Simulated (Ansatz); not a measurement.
Geometry optimisation, RKS PBE-D4/def2-SVP in Ansatz 0.2.0.

Input file:

```yaml
crystal:
  periodic: [false, false, false]
  atoms:
    - { symbol: C, position_ang: [-0.7459, 0.8937, -0.4657] }
    - { symbol: Al, position_ang: [0.8187, -0.1026, 0.0425] }
    - { symbol: Se, position_ang: [0.6973, -1.5949, 1.9053] }
    - { symbol: H, position_ang: [-0.4973, 2.0344, -0.4224] }
    - { symbol: H, position_ang: [-1.6258, 0.6867, 0.1949] }
    - { symbol: H, position_ang: [-1.0839, 0.6913, -1.517] }
    - { symbol: H, position_ang: [2.2027, 0.061, -0.7849] }
    - { symbol: H, position_ang: [0.3264, -2.7267, 0.9914] }
basis:
  gaussian: { orbitals: def2-SVP }
hamiltonian:
  xc: pbe
  dispersion: d4
relax:
  f_tol: 0.015
  max_steps: 40
output:
  orbitals: {}
```

Run as:

```bash
$ ansatz run input.yaml --threads 1 --pin off --max-ram 2048MiB --backend cpu --events-out ev --progress --plain --runs-dir out
```

Q: Where does it end, and by what steps?

A: The run converged. After 14 steps the energy has fallen by 0.396 eV; H8 moved furthest, 1.21 Å.

```
step  energy less start (eV)  largest force component (eV/Å)  accepted
   0                  0.0000                           1.472       yes
   1                 -0.0632                           0.553       yes
   2                 -0.0726                           0.100       yes
   3                 -0.0855                           0.107       yes
   4                 -0.0951                           0.116       yes
   5                 -0.1440                           0.221       yes
   6                 -0.1759                           0.167       yes
   7                 -0.2346                           0.512       yes
   8                 -0.2963                           0.805       yes
   9                 -0.3682                           0.286       yes
  10                 -0.3939                           0.039       yes
  11                 -0.3905                           0.169        no
  12                 -0.3953                           0.069       yes
  13                 -0.3961                           0.021       yes
  14                 -0.3962                           0.010       yes
```

```xyz
8
Properties=species:S:1:pos:R:3
C -0.795 1.049 -0.471
Al 0.560 -0.313 -0.084
Se 0.129 -1.848 1.624
H -0.391 2.065 -0.273
H -1.719 0.928 0.130
H -1.079 1.028 -1.545
H 1.952 -0.438 -0.863
H 1.434 -2.528 1.426
```

Whether the end is a true minimum wasn't checked by a vibrational analysis.

Time of the run: 60 s on 1 thread of AMD EPYC (Zen 3), with other jobs on the host, peak memory 0.13 GiB.
